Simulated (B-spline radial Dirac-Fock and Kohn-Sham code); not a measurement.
Z = 58 (cerium), transition energy 298 keV. Model: a Dirac-Hartree-Slater potential of the neutral atom with a Latter tail (no hole, which puts coefficients of high multipoles low close above an edge), finite nucleus with surface currents. Program: a radial B-spline solver. Subshells that would emit electrons below 1 keV are left out.

Problem. A pure transition shows α(K) = 0.0109, L1/L2 = 13.0 and L1/L3 = 10.8. What is its multipolarity?
A. E4
B. M4
C. E3
D. M2
E. M3
F. M1
G. E2
H. E1

Solution. H. For comparison, α(K), L1/L2, L1/L3 are E2 0.0400, 2.24, 2.91; E3 0.131, 0.637, 1.06; E4 0.416, 0.274, 0.513; M1 0.0504, 16.1, 77.3; M2 0.211, 9.62, 19.0; M3 0.763, 6.35, 5.18; M4 2.71, 4.61, 2.30.

Values without a named source are computed, but for edge energies of neutral atoms, which are taken from tables.
